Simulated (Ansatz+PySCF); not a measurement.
Results of a calculation; reference values are marked as such.
## Several solutions for singlet BeH2

```xyz
3

H     0.0000    0.0000   -3.2138
Be    0.0000    0.0000    0.0000
H     0.0000    0.0000    3.2138
```

Basis set: 6-31G (spherical functions). Charge 0, multiplicity 1.

PBE0 (unrestricted) was run from several starts with Ansatz (development build ahead of 0.2.0) and PySCF 2.14.0.

```tsv
run	program	start	converged	energy (hartree)	<S²>
A	Ansatz	stability test followed	yes	-15.63315	1.04
B	Ansatz	atomic start, no search	yes	-15.55809	0.00
C	Ansatz	search for the lowest state	yes	-15.63315	1.04
D	PySCF	program defaults	yes	-15.55808	0.00
```

(1) Which runs reached the lowest solution of this kind, and what is wrong with the others?

Results:

(1) A, C reached the lowest solution found. Converged but too high: B by 2.04 eV, D by 2.04 eV. Convergence only shows a stationary point, and even a stable one can lie too high; stability tests and further starts are what find lower ones. Caution: charge can spread falsely over distant fragments. Caution: the unrestricted determinant is a mixture of spin states.
